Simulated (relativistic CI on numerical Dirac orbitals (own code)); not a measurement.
A reference radial Dirac CI calculation of Fe2+ gave the lowest total energy -1269.95875 Ha in 11 SCF steps, from this input:

```
atom Fe  Z=26  charge=2  electrons=24
nucleus A=56  rms_radius_fm=3.7377
hamiltonian dirac-coulomb  breit=on  qed=on  c_scale=1
orbitals kli  potential=per-configuration
slater_scale 1
correlation none
mixing on
grid step=0.0125 r_max=34.3
scf mixing=0.4 start=green max_iterations=150 tolerance=2e-08 node_fill=0.05
configurations
  [Ar] 3d6
end
```

One setting was then changed (and the iteration limit cut to 100), and the output read:

```
SCF 1: [Ar] 3d6
 iter      energy (Ha)   residual   last orbital (Ha)
    1     -1263.350550   1.62e+00     -2.96008
    2     -1269.999992   5.01e-01     -1.62810
    3     -1270.529278   7.70e-02     -1.22868
    4     -1270.561854   8.56e-02     -1.33606
    5     -1270.581721   1.96e-02     -1.27404
orbital energies (Ha): 2s -31.1105  2p1/2 -26.9634  2p3/2 -26.5051  3s -4.4821  3p1/2 -3.2680  3p3/2 -3.2125  3d3/2 -1.2799  3d5/2 -1.2740
configuration averages (Ha): Dirac-Coulomb, Breit, QED
  3d6                          -1270.581721    0.467282    0.312720
levels: no., configuration, term, J, E (cm-1), weight
   1 3d6                    5D   4                0.0  1.00
   2 3d6                    5D   3              409.4  1.00
   3 3d6                    5D   2              699.0  1.00
   4 3d6                    5D   1              885.6  1.00
   5 3d6                    5D   0              977.2  1.00
   6 3d6                    3H   6            22359.2  1.00
   7 3d6                    3H   5            22605.4  0.99
   8 3d6                    3H   4            22793.7  0.99
   9 3d6                    3P   2            24657.6  1.00
  10 3d6                    3F   4            25744.0  0.96
  11 3d6                    3P   1            25848.9  1.00
  12 3d6                    3F   3            25972.8  0.98
  13 3d6                    3F   2            26133.9  1.00
  14 3d6                    3P   0            26349.8  0.99
lowest total energy -1269.959631 Ha
end: converged
```

(1) Which setting was changed?
A. Breit term
B. SCF tolerance
C. charge
D. configuration list

Answers

(1) B. The SCF tolerance 0.05. This setting is bad on purpose; its numbers may not be properties of the ion.
